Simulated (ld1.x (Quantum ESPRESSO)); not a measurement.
**Reading a pseudo-wave (P)**

Columns: radius, all-electron u(r) and pseudo u(r) of the 3p shell (level -5.66 eV) of phosphorus in the configuration [Ne] 3s1.75 3p3.25; PBE, non-relativistic, RRKJ scheme, ld1.x (Quantum ESPRESSO) 7.5.

```json
{"r (bohr)": "0.080", "all-electron": "0.0965", "pseudo": "-0.0025"}
{"r (bohr)": "0.160", "all-electron": "0.2215", "pseudo": "-0.0101"}
{"r (bohr)": "0.240", "all-electron": "0.2889", "pseudo": "-0.0234"}
{"r (bohr)": "0.320", "all-electron": "0.2944", "pseudo": "-0.0426"}
{"r (bohr)": "0.400", "all-electron": "0.2533", "pseudo": "-0.0685"}
{"r (bohr)": "0.480", "all-electron": "0.1824", "pseudo": "-0.1012"}
{"r (bohr)": "0.560", "all-electron": "0.0951", "pseudo": "-0.1405"}
{"r (bohr)": "0.640", "all-electron": "0.0010", "pseudo": "-0.1857"}
{"r (bohr)": "0.720", "all-electron": "-0.0934", "pseudo": "-0.2356"}
{"r (bohr)": "0.800", "all-electron": "-0.1838", "pseudo": "-0.2885"}
{"r (bohr)": "0.880", "all-electron": "-0.2676", "pseudo": "-0.3426"}
{"r (bohr)": "0.960", "all-electron": "-0.3436", "pseudo": "-0.3960"}
{"r (bohr)": "1.040", "all-electron": "-0.4111", "pseudo": "-0.4467"}
{"r (bohr)": "1.120", "all-electron": "-0.4703", "pseudo": "-0.4936"}
{"r (bohr)": "1.200", "all-electron": "-0.5214", "pseudo": "-0.5356"}
{"r (bohr)": "1.280", "all-electron": "-0.5645", "pseudo": "-0.5722"}
{"r (bohr)": "1.360", "all-electron": "-0.6000", "pseudo": "-0.6035"}
{"r (bohr)": "1.440", "all-electron": "-0.6283", "pseudo": "-0.6294"}
{"r (bohr)": "1.520", "all-electron": "-0.6500", "pseudo": "-0.6502"}
{"r (bohr)": "1.600", "all-electron": "-0.6657", "pseudo": "-0.6657"}
{"r (bohr)": "1.680", "all-electron": "-0.6761", "pseudo": "-0.6761"}
{"r (bohr)": "1.760", "all-electron": "-0.6818", "pseudo": "-0.6818"}
{"r (bohr)": "1.840", "all-electron": "-0.6832", "pseudo": "-0.6832"}
{"r (bohr)": "1.920", "all-electron": "-0.6810", "pseudo": "-0.6810"}
{"r (bohr)": "2.000", "all-electron": "-0.6757", "pseudo": "-0.6757"}
{"r (bohr)": "2.080", "all-electron": "-0.6677", "pseudo": "-0.6677"}
```

Problem. How many radial nodes do the two functions have?

Solution. The all-electron 3p function has n − l − 1 = 1; the pseudo-wave has 0, since the states of the same l below it are removed with the core.

Problem. At about which radius was the pseudo-wave matched?

Solution. 1.60 bohr, where the columns begin to agree (steps of 0.08 bohr).

Problem. Is the pseudo-wave norm-conserving?

Solution. Yes: the RRKJ scheme keeps the norm inside the radius equal to the all-electron one, which fixes the energy derivative of the logarithmic derivative at the level.
